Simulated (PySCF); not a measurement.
# Ionising GeTe

PBE0; PySCF, scalar-relativistic core potentials, basis sets Ge def2-SVP, Te def2-SVP with ECP28. Neutral (UKS): singlet (closed shell), Re = 2.345 Å, ωe = 337 cm⁻¹, De = 4.36 eV, HOMO -7.06 eV, LUMO -2.59 eV.

GeTe⁺ (UKS): doublet (π ↑), Re = 2.494 Å, ωe = 272 cm⁻¹, De = 3.34 eV to Ge⁺ + Te. The energies at the minima are -2344.54138 hartree for GeTe and -2344.21136 for GeTe⁺.

**Question.** Work out the adiabatic ionisation energy, without and with harmonic zero-point energies (1 hartree = 27.2114 eV, 1 eV = 8065.5 cm⁻¹), and the change of the bond length.

**Answer.** At PBE0: 0.33002 hartree = 8.980 eV between the minima; the zero-point term (272.0 − 337.0)/2 cm⁻¹ = -0.004 eV makes it 8.976 eV. Re changes by +14.9 pm against the neutral. Minus the HOMO energy is 7.06 eV, -1.92 eV from the value between the minima; self-interaction puts the Kohn–Sham level too high, less so with exact exchange. The electron leaves a π orbital, and the longer bond of the ion fits a bonding orbital, or a change in how ionic the bond is.

Spin–orbit coupling is left out, which matters for elements this heavy, above all for dissociation energies. For an ion De counts to the pair picked by the measured ionisation energies or electron affinities, which need not be the lowest pair at this level. States were picked by a PBE0 search and need not be the measured ground states.
